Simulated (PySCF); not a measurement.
**Excited states of Rb³⁵⁺ (rubidium, charge +35)**

Ground state 1s2, ¹S. Computed with PySCF 2.14 in an even-tempered Gaussian basis (18 s from 3.39 bohr⁻², ratio 2.5; 9 p from 4.12 bohr⁻², ratio 2.7; 7 d from 4.52 bohr⁻², ratio 2.7; 3 f from 360 bohr⁻², ratio 2.7), with the spin-free X2C one-electron Hamiltonian (Gaussian nucleus). Vertical excitation energies in eV without spin-orbit coupling; excited terms of each kind are numbered among those the solver found. Frozen: nothing.

```json
{"term": "1 3S", "leading excitation": "1s → s", "EOM-EE-CCSD": "13754.0"}
{"term": "1 1S", "leading excitation": "1s → s", "EOM-EE-CCSD": "13801.3"}
{"term": "1 3P°", "leading excitation": "1s → p", "EOM-EE-CCSD": "13850.5"}
{"term": "1 1P°", "leading excitation": "1s → p", "EOM-EE-CCSD": "13882.9"}
{"term": "2 3S", "leading excitation": "1s → s", "EOM-EE-CCSD": "16314.6"}
{"term": "2 1S", "leading excitation": "1s → s", "EOM-EE-CCSD": "16327.1"}
{"term": "2 3P°", "leading excitation": "1s → p", "EOM-EE-CCSD": "16342.9"}
{"term": "2 1P°", "leading excitation": "1s → p", "EOM-EE-CCSD": "16351.7"}
{"term": "1 3D", "leading excitation": "1s → d", "EOM-EE-CCSD": "16361.3"}
{"term": "1 1D", "leading excitation": "1s → d", "EOM-EE-CCSD": "16361.7"}
{"term": "2 3D", "leading excitation": "1s → d", "EOM-EE-CCSD": "17224.1"}
{"term": "2 1D", "leading excitation": "1s → d", "EOM-EE-CCSD": "17224.3"}
```

The spin-orbit splitting of the hole, absent here, rivals or exceeds the spacing of these terms, so the LS terms are model states.

Only the lower part of the computed list is shown. Doubly excited terms such as np² are absent. The solver can miss terms. The 8 highest virtual orbitals were dropped.
